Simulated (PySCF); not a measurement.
C4H4ClF, SMILES FC(=C)/C=C\Cl. Atoms are numbered in the order given.

```xyz
10

C      0.1076    -2.6707     0.0000
C     -0.0387    -1.3377     0.0000
F     -1.2723    -0.8128     0.0000
C      1.0622    -0.3857     0.0000
C      1.0435     0.9579     0.0000
Cl    -0.3509     1.9818     0.0000
H     -0.7668    -3.3225     0.0000
H      1.1028    -3.1147     0.0000
H      2.0548    -0.8442     0.0000
H      1.9776     1.5230     0.0000
```

Geometry: B3LYP-D3(BJ)/def2-SVP. The structure was generated by enumeration; whether it is a known compound was not checked. One conformer was computed; it need not be the lowest.

Two levels are set side by side: PBE/pcSseg-1 (PySCF) and B3LYP/pcSseg-1 (PySCF). GIAO shifts against CFCl3 (¹⁹F), HCl (³⁵Cl), TMS (¹H), TMS (¹³C) at the same level; non-relativistic, no solvent, atoms listed together averaged. Without spin–orbit terms, shifts of atoms bonded to Cl or Br come out too high at both levels. Differences are taken from unrounded values.

| quantity | B3LYP |
|---|---|
| δ(¹³C) of C1 (ppm) | 105.8 |
| δ(¹³C) of C2 (ppm) | 175.2 |
| δ(¹⁹F) of F3 (ppm) | -115.9 |
| δ(¹³C) of C4 (ppm) | 131.6 |
| δ(¹³C) of C5 (ppm) | 139.0 |
| δ(³⁵Cl) of Cl6 (ppm) | 245.2 |
| δ(¹H) of H9 (ppm) | 6.05 |
| δ(¹H) of H10 (ppm) | 6.28 |

**Question.** What does PBE give, and how far is it from B3LYP? (Estimate from the structure and the level; the computed values follow.)

**Answer.** 
```
quantity                 PBE  PBE minus B3LYP
--------------------  ------  ---------------
δ(¹³C) of C1 (ppm)     103.1             -2.6
δ(¹³C) of C2 (ppm)     172.9             -2.3
δ(¹⁹F) of F3 (ppm)    -124.3             -8.3
δ(¹³C) of C4 (ppm)     129.2             -2.4
δ(¹³C) of C5 (ppm)     135.5             -3.5
δ(³⁵Cl) of Cl6 (ppm)   270.0             24.7
δ(¹H) of H9 (ppm)       6.12             0.07
δ(¹H) of H10 (ppm)      6.28             0.00
```

Rough cost on one machine, each run with all the roots and properties that it gave: B3LYP against PBE within a factor of 2.
